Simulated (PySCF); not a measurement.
PySCF 2.14 output of an unrestricted LDA calculation on a single atom or ion in aug-cc-pVDZ (4s3p2d, 23 functions), with no relativity, point nucleus:

```
SCF conv_tol = 1e-09
number electrons alpha = 3  beta = 2
    P. A. M. Dirac.,  Math. Proc. Cambridge Philos. Soc. 26, 376 (1930)
    F. Bloch.,  Z. Phys. 57, 545 (1929)
    S. H. Vosko, L. Wilk, and M. Nusair.,  Can. J. Phys. 58, 1200 (1980)
cycle= 1 E= -36.3208847412591  delta_E= -0.00166  |g|= 0.0017  |ddm|= 0.127
cycle= 2 E= -36.3208860347636  delta_E= -1.29e-06  |g|= 0.000109  |ddm|= 0.00238
cycle= 3 E= -36.3208860427983  delta_E= -8.03e-09  |g|= 9.66e-06  |ddm|= 0.000599
cycle= 4 E= -36.3208860428624  delta_E= -6.4e-11  |g|= 8.36e-07  |ddm|= 6.58e-05
converged SCF energy = -36.3208860428624  <S^2> = 0.75017254  2S+1 = 2.0001725
```

The run itself started from symmetry-adapted Hartree-Fock orbitals and held the occupation by maximum overlap, on a logarithmic radial grid, so the iterations belong to that start.

Q: Which element, charge and spin multiplicity is this?

A: C⁺ (carbon, charge +1), multiplicity 2; the state was [He] 2s2 3d1, 2D determinant (an excited configuration).

The outer electron is Rydberg-like, and this basis confines it to a smaller radius and binds it less than a complete one would.
